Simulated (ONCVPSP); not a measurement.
# Plane-wave convergence, ONCV potential for cobalt

* Element: cobalt (Co)
* Generator: ONCVPSP 4.0.1
* Type: optimised norm-conserving Vanderbilt (ONCV)
* Functional: Wu-Cohen
* Relativity: non-relativistic
* Frozen core: [Ne]
* Valence charge: 17
* Reference configuration: 3s2 3p6 3d6 (charge +3)
* Partial waves: 3s: rc 0.95 bohr, ncon 3, nbas 6, qcut 11.9 1/bohr, 2 projectors, debl 2.1 Ha; 3p: rc 0.95 bohr, ncon 4, nbas 8, qcut 17.3 1/bohr, 2 projectors, debl 1.3 Ha; 3d: rc 0.95 bohr, ncon 4, nbas 9, qcut 19.2 1/bohr, 2 projectors, debl 2.7 Ha; f scattering state at 0.46 Ha: rc 0.80 bohr, ncon 3, nbas 8, qcut 12.3 1/bohr, 2 projectors, debl 3.9 Ha
* Local potential: polynomial inside 0.60 bohr (lpopt 5, dvloc0 1 Ha)
* Core correction: Teter function, fcfact 2.25, rcfact 1.1

In the s channel the program set the typed energies aside and used -5.069, 0.250 Ha. In the p channel the program set the typed energies aside and used -3.788, 0.250 Ha.

Problem. For each optimised wave give the share of its norm inside rc, the residual kinetic energy above qcut (Ha) and the cutoffs (Ha) for errors of 10, 1, 0.1 and 0.01 mHa per electron.

Solution.

```tsv
wave	norm inside rc	residual KE	10 mHa	1 mHa	0.1 mHa	0.01 mHa
3s	0.754	1.3e-05	43.2	54.2	62.9	83.0
s projector 2	0.013	1.6e-06	26.4	43.1	55.1	64.3
3p	0.710	1.8e-08	30.9	74.1	94.1	109.5
p projector 2	0.019	5.6e-10	19.5	29.6	73.7	94.9
3d	0.597	1.7e-08	97.3	119.8	138.7	153.3
d projector 2	0.032	7.2e-09	76.1	103.9	126.8	145.4
f projector 1	0.002	7.7e-06	12.4	31.2	53.3	73.6
f projector 2	0.015	1.3e-04	35.1	58.3	78.0	146.9
```

The occupied waves need 120 Ha and 139 Ha for 1 and 0.1 mHa. Rows with under 1 % of the norm inside rc give no meaningful cutoff.
